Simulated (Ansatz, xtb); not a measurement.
Species: H5S, net charge 0, doublet state. SMILES: [H][S@OH1]([H])([H])([H])[H]
Coordinates optimised at B3LYP-D3(BJ)/def2-TZVP (Ansatz, a quantum-chemistry and plane-wave program):
```
S
H 1 1.3459
H 1 1.4814 2 89.03
H 1 1.4814 2 89.03 3 -90.00
H 1 1.4814 2 89.03 3 -180.00
H 1 1.4814 2 89.03 3 90.00
```
Charge 0, spin multiplicity 2.

Harmonic wavenumbers from GFN2-xTB (xtb, at its own minimum), cm⁻¹: 783, 783, 951, 1005, 1105, 1105, 1110, 1215, 1216, 1570, 1637, 2372.

**Question.** Give the harmonic wavenumbers at B3LYP-D3(BJ)/def2-TZVP (Ansatz, finite differences of forces, unscaled).

**Answer.** 1035, 1091, 1112, 1112, 1212, 1239, 1239, 1559, 1559, 1774, 1800, 2559 cm⁻¹. Zero-point energy 24.7 kcal/mol.

**Question.** From these and the geometry, give the ideal-gas thermochemistry at 298.15 K and 1 atm (rigid rotor, harmonic oscillator).

**Answer.** Point group C4v, rotational symmetry number 4. Rotational constants 81.59, 81.59, 57.14 GHz. S(trans) 36.76, S(rot) 14.63, S(vib) 0.40, S(elec, spin only) 1.38, S 53.2 cal/(mol K). H(298) - H(0) 2.47 kcal/mol; G - E(el) 11.3 kcal/mol.
